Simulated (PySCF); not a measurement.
N-dimethylsilylethanamine (C₄H₁₃NSi), SMILES CCN[SiH](C)C.

Geometry optimised at PBE-D3(BJ)/def2-SVP. The values are those of a single conformer.

Method: PBE-D3(BJ)/def2-SVP (PySCF).

Frequencies are harmonic and unscaled.

```json
[
 {"mode": "1", "ν (cm⁻¹)": "36", "IR (km/mol)": "0.2", "moving atoms (share of kinetic energy)": "C 56 %, H 38 %"},
 {"mode": "2", "ν (cm⁻¹)": "72", "IR (km/mol)": "0.5", "moving atoms (share of kinetic energy)": "C 54 %, H 31 %, N 13 %"},
 {"mode": "3", "ν (cm⁻¹)": "143", "IR (km/mol)": "0.1", "moving atoms (share of kinetic energy)": "H 69 %, C 27 %"},
 {"mode": "4", "ν (cm⁻¹)": "147", "IR (km/mol)": "0.2", "moving atoms (share of kinetic energy)": "H 81 %, C 16 %"},
 {"mode": "5", "ν (cm⁻¹)": "179", "IR (km/mol)": "0.7", "moving atoms (share of kinetic energy)": "H 90 %, C 9 %"},
 {"mode": "6", "ν (cm⁻¹)": "207", "IR (km/mol)": "0.9", "moving atoms (share of kinetic energy)": "H 44 %, C 40 %, Si 12 %"},
 {"mode": "7", "ν (cm⁻¹)": "217", "IR (km/mol)": "7.4", "moving atoms (share of kinetic energy)": "C 34 %, H 29 %, N 20 %, Si 17 %"},
 {"mode": "8", "ν (cm⁻¹)": "255", "IR (km/mol)": "0.7", "moving atoms (share of kinetic energy)": "H 78 %, C 11 %, Si 9 %"},
 {"mode": "9", "ν (cm⁻¹)": "331", "IR (km/mol)": "22.1", "moving atoms (share of kinetic energy)": "H 64 %, Si 16 %, N 11 %, C 9 %"},
 {"mode": "10", "ν (cm⁻¹)": "374", "IR (km/mol)": "23.3", "moving atoms (share of kinetic energy)": "H 69 %, Si 13 %, C 9 %, N 9 %"},
 {"mode": "11", "ν (cm⁻¹)": "428", "IR (km/mol)": "35.1", "moving atoms (share of kinetic energy)": "N 44 %, H 30 %, C 24 %"},
 {"mode": "12", "ν (cm⁻¹)": "591", "IR (km/mol)": "6.2", "moving atoms (share of kinetic energy)": "H 93 %"},
 {"mode": "13", "ν (cm⁻¹)": "611", "IR (km/mol)": "3.1", "moving atoms (share of kinetic energy)": "C 55 %, H 25 %, N 11 %, Si 9 %"},
 {"mode": "14", "ν (cm⁻¹)": "664", "IR (km/mol)": "6.2", "moving atoms (share of kinetic energy)": "H 49 %, C 38 %, Si 13 %"},
 {"mode": "15", "ν (cm⁻¹)": "695", "IR (km/mol)": "7.4", "moving atoms (share of kinetic energy)": "H 61 %, C 17 %, Si 15 %"},
 {"mode": "16", "ν (cm⁻¹)": "732", "IR (km/mol)": "25.7", "moving atoms (share of kinetic energy)": "H 64 %, C 17 %, Si 11 %"},
 {"mode": "17", "ν (cm⁻¹)": "741", "IR (km/mol)": "37.1", "moving atoms (share of kinetic energy)": "H 55 %, C 24 %, Si 19 %"},
 {"mode": "18", "ν (cm⁻¹)": "788", "IR (km/mol)": "6.4", "moving atoms (share of kinetic energy)": "H 78 %, C 12 %, N 9 %"},
 {"mode": "19", "ν (cm⁻¹)": "826", "IR (km/mol)": "35.8", "moving atoms (share of kinetic energy)": "H 65 %, C 23 %, Si 11 %"},
 {"mode": "20", "ν (cm⁻¹)": "860", "IR (km/mol)": "135.5", "moving atoms (share of kinetic energy)": "H 76 %, Si 12 %, C 11 %"},
 {"mode": "21", "ν (cm⁻¹)": "881", "IR (km/mol)": "154.7", "moving atoms (share of kinetic energy)": "H 72 %, C 14 %, Si 12 %"},
 {"mode": "22", "ν (cm⁻¹)": "914", "IR (km/mol)": "74.3", "moving atoms (share of kinetic energy)": "H 42 %, C 32 %, N 14 %, Si 11 %"},
 {"mode": "23", "ν (cm⁻¹)": "1049", "IR (km/mol)": "10.3", "moving atoms (share of kinetic energy)": "C 51 %, H 47 %"},
 {"mode": "24", "ν (cm⁻¹)": "1080", "IR (km/mol)": "8.4", "moving atoms (share of kinetic energy)": "H 65 %, C 31 %"},
 {"mode": "25", "ν (cm⁻¹)": "1145", "IR (km/mol)": "105.7", "moving atoms (share of kinetic energy)": "C 39 %, N 37 %, H 24 %"},
 {"mode": "26", "ν (cm⁻¹)": "1208", "IR (km/mol)": "32.4", "moving atoms (share of kinetic energy)": "H 77 %, C 22 %"},
 {"mode": "27", "ν (cm⁻¹)": "1215", "IR (km/mol)": "25.5", "moving atoms (share of kinetic energy)": "H 79 %, C 21 %"},
 {"mode": "28", "ν (cm⁻¹)": "1239", "IR (km/mol)": "11.0", "moving atoms (share of kinetic energy)": "H 82 %, C 14 %"},
 {"mode": "29", "ν (cm⁻¹)": "1317", "IR (km/mol)": "8.2", "moving atoms (share of kinetic energy)": "H 80 %, C 18 %"},
 {"mode": "30", "ν (cm⁻¹)": "1342", "IR (km/mol)": "9.8", "moving atoms (share of kinetic energy)": "H 76 %, C 22 %"},
 {"mode": "31", "ν (cm⁻¹)": "1371", "IR (km/mol)": "44.5", "moving atoms (share of kinetic energy)": "H 76 %, N 14 %, C 10 %"},
 {"mode": "32", "ν (cm⁻¹)": "1376", "IR (km/mol)": "6.1", "moving atoms (share of kinetic energy)": "H 93 %"},
 {"mode": "33", "ν (cm⁻¹)": "1379", "IR (km/mol)": "0.5", "moving atoms (share of kinetic energy)": "H 96 %"},
 {"mode": "34", "ν (cm⁻¹)": "1387", "IR (km/mol)": "4.5", "moving atoms (share of kinetic energy)": "H 94 %"},
 {"mode": "35", "ν (cm⁻¹)": "1391", "IR (km/mol)": "5.2", "moving atoms (share of kinetic energy)": "H 96 %"},
 {"mode": "36", "ν (cm⁻¹)": "1412", "IR (km/mol)": "0.4", "moving atoms (share of kinetic energy)": "H 96 %"},
 {"mode": "37", "ν (cm⁻¹)": "1414", "IR (km/mol)": "6.2", "moving atoms (share of kinetic energy)": "H 95 %"},
 {"mode": "38", "ν (cm⁻¹)": "1432", "IR (km/mol)": "2.5", "moving atoms (share of kinetic energy)": "H 92 %"},
 {"mode": "39", "ν (cm⁻¹)": "2145", "IR (km/mol)": "155.6", "moving atoms (share of kinetic energy)": "H 97 %"},
 {"mode": "40", "ν (cm⁻¹)": "2924", "IR (km/mol)": "68.1", "moving atoms (share of kinetic energy)": "H 94 %"},
 {"mode": "41", "ν (cm⁻¹)": "2960", "IR (km/mol)": "22.9", "moving atoms (share of kinetic energy)": "H 97 %"},
 {"mode": "42", "ν (cm⁻¹)": "2965", "IR (km/mol)": "4.7", "moving atoms (share of kinetic energy)": "H 97 %"},
 {"mode": "43", "ν (cm⁻¹)": "2972", "IR (km/mol)": "2.6", "moving atoms (share of kinetic energy)": "H 97 %"},
 {"mode": "44", "ν (cm⁻¹)": "2984", "IR (km/mol)": "19.3", "moving atoms (share of kinetic energy)": "H 91 %, C 9 %"},
 {"mode": "45", "ν (cm⁻¹)": "3048", "IR (km/mol)": "27.5", "moving atoms (share of kinetic energy)": "H 91 %, C 9 %"},
 {"mode": "46", "ν (cm⁻¹)": "3059", "IR (km/mol)": "27.2", "moving atoms (share of kinetic energy)": "H 91 %, C 9 %"},
 {"mode": "47", "ν (cm⁻¹)": "3060", "IR (km/mol)": "10.7", "moving atoms (share of kinetic energy)": "H 91 %, C 9 %"},
 {"mode": "48", "ν (cm⁻¹)": "3064", "IR (km/mol)": "10.7", "moving atoms (share of kinetic energy)": "H 91 %, C 9 %"},
 {"mode": "49", "ν (cm⁻¹)": "3071", "IR (km/mol)": "7.1", "moving atoms (share of kinetic energy)": "H 91 %, C 9 %"},
 {"mode": "50", "ν (cm⁻¹)": "3081", "IR (km/mol)": "5.3", "moving atoms (share of kinetic energy)": "H 91 %, C 9 %"},
 {"mode": "51", "ν (cm⁻¹)": "3513", "IR (km/mol)": "11.0", "moving atoms (share of kinetic energy)": "H 93 %"}
]
```
